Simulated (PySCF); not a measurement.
**MgBr2: core ionisation energies**

Compound: MgBr₂.
Z-matrix (Å and degrees, PBE0-D3(BJ)/def2-SVP geometry), rows numbered from 1:
```
Mg
Br  1  2.3426
Br  1  2.3425  2  178.86
```

The calculation used PySCF, delta-SCF UKS SCAN, pcX-2 on the ionised atom, pcseg-1 elsewhere, spin-free X2C. These are vertical core ionisation energies against the vacuum level, from separate self-consistent calculations with and without the core hole.

**Question.** Give the core binding energies atom by atom.

**Answer.** 
| atom(s) | environment | level | binding energy (eV) | count |
| --- | --- | --- | --- | --- |
| Mg1 | magnesium bonded to 2 Br | Mg 1s | 1313.13 | 1 |

**Question.** Which photon energy gives electrons from Mg 1s of Mg1 a kinetic energy of 200 eV, and what is their de Broglie wavelength?

**Answer.** hν = 1313.13 + 200 = 1513.13 eV, recoil neglected; λ = 12.264 Å/√(E/eV) = 0.87 Å.

No level of bromine is listed. Geometry: PBE0-D3(BJ)/def2-SVP; no solvent, vibrations or thermal averaging.
